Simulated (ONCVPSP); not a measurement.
# LDA (Perdew-Wang 92) ONCV dataset for hydrogen, scalar-relativistic all-electron reference.

* Element: hydrogen
* Generator: ONCVPSP 4.0.1
* Type: optimised norm-conserving Vanderbilt (ONCV)
* Functional: LDA (Perdew-Wang 92)
* Relativity: scalar-relativistic
* Frozen core: none
* Valence charge: 1
* Reference configuration: 1s1
* Partial waves: 1s: rc 1.50 bohr, ncon 4, nbas 8, qcut 9.9 1/bohr, 2 projectors, debl 3.3 Ha; p scattering state at 0.24 Ha: rc 1.50 bohr, ncon 4, nbas 7, qcut 4.9 1/bohr, 1 projector
* Local potential: polynomial inside 1.15 bohr (lpopt 2, dvloc0 0 Ha)
* Core correction: none

Results:

| Quantity | Value |
| --- | --- |
| Cutoffs needed | 15 Ha and 23 Ha (the cutoffs (Ha) at which the residual kinetic energy of the hardest occupied pseudo-wave falls to 1 and 0.1 mHa per electron) |
| Ghost test | no bound ghost flagged; no localised positive-energy state flagged |

Generation and tests took about 1.1 s on one core of a shared server CPU.
